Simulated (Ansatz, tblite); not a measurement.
Species of one formula, B5H8I (singlet), each relaxed with B3LYP-D4/def2-SVP in Ansatz.

In the def2 sets I takes a core potential, while STO-3G treats all electrons; there is no spin–orbit coupling. The xTB rows come from tblite. HSE06 is defined as in plane-wave codes, on full-range PBE exchange. Correlated methods freeze 9 core orbitals; core or outer-core shells of I are correlated, in sets that lack core-valence functions.

Other spin states weren't relaxed.

A:

```xyz
14

B    -0.456    1.197   -0.079
B    -0.891   -0.361    0.727
B    -0.502   -0.281   -0.923
B     1.036    0.426   -0.736
B     0.599   -1.134    0.056
I    -2.657   -1.103    1.734
H    -1.025    2.234   -0.251
H    -1.110   -0.612   -1.895
H     1.852    0.749   -1.549
H     1.008   -2.256    0.010
H    -0.582    0.861    1.229
H     0.208   -0.882    1.330
H     1.657   -0.295    0.225
H     0.864    1.456    0.124
```

B:

```xyz
14

B     0.6005   -0.8856    0.7072
B    -0.4004    0.5744    1.0744
B     0.8212    0.5894   -0.1057
B     0.2360   -0.6930   -1.0532
B    -0.7654    0.7671   -0.6859
I     2.5743    1.8485   -0.3309
H     1.3573   -1.5625    1.3370
H    -0.5709    1.2514    2.0441
H     0.6546   -1.1915   -2.0552
H    -1.2735    1.6226   -1.3475
H    -0.5332   -0.7255    1.4330
H    -1.5640    0.5221    0.3810
H    -1.0838   -0.4347   -1.2250
H    -0.0527   -1.6827   -0.1732
```

**Question.** Estimate their order by electronic energy at CAM-B3LYP-D4/def2-TZVP, counted from the lowest.

**Answer.** B (0.00) < A (0.08), in eV.

**Question.** Do the other levels pick the same lowest one?

**Answer.** Not GFN1-xTB. Energies above each level's lowest (eV):

```tsv
level	A	B
GFN1-xTB	0.00	0.11
GFN2-xTB	0.17	0.00
HF/STO-3G	0.19	0.00
HF/def2-SVP	0.12	0.00
HF/def2-TZVP	0.13	0.00
PBE-D4/def2-SVP	0.03	0.00
PBE-D4/def2-TZVP	0.04	0.00
r2SCAN-D4/def2-TZVP	0.03	0.00
PBE0-D4/def2-SVP	0.05	0.00
PBE0-D4/def2-TZVP	0.06	0.00
r2SCAN0-D4/def2-TZVP	0.05	0.00
HSE06-D4/def2-TZVP	0.06	0.00
CAM-B3LYP-D4/def2-TZVP	0.08	0.00
MP2/def2-SVP	0.03	0.00
MP2/def2-TZVP	0.06	0.00
CCSD/def2-SVP	0.06	0.00
CCSD(T)/def2-SVP	0.04	0.00
```
Point groups (tolerance 0.1 Å): A Cs, B C4v.
